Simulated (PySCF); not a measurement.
B(SiH3)3 (BH9Si3), SMILES [SiH3]B([SiH3])[SiH3]. Atoms are numbered in the order given.

```xyz
13

B      0.0409    -0.0170     0.0000
Si    -0.0059     1.9895     0.0000
H     -0.6328     2.5936     1.2175
H      1.4510     2.3643     0.0000
H     -0.6328     2.5936    -1.2175
Si     0.0057    -0.9947     1.7529
H     -1.4613    -1.1716     2.0328
H      0.6374    -2.3508     1.7294
H      0.5903    -0.2106     2.8863
Si     0.0057    -0.9947    -1.7529
H      0.6374    -2.3508    -1.7294
H     -1.4613    -1.1716    -2.0328
H      0.5903    -0.2106    -2.8863
```
Charge 0, spin multiplicity 1.

The structure is a stationary point at PBE0-D3(BJ)/def2-SVP.

Computed with r2SCAN/def2-TZVP in PySCF.

Symmetry labels are those of the subgroup Cs that the program uses (full group Cs).

Q: List the valence orbital energies around the gap with their symmetry. (The exact figures need the calculation; the answer reports its results.)

A: 
| orbital | symmetry | energy (eV) |
|---|---|---|
| HOMO−7 | A' | -9.24 |
| HOMO−6 | A" | -9.14 |
| HOMO−5 | A' | -9.11 |
| HOMO−4 | A" | -8.82 |
| HOMO−3 | A' | -8.82 |
| HOMO−2 | A" | -8.55 |
| HOMO−1 | A" | -7.14 |
| HOMO | A' | -7.11 |
| LUMO | A' | -3.86 |
| LUMO+1 | A' | -0.03 |
| LUMO+2 | A' | 0.13 |
| LUMO+3 | A" | 0.13 |
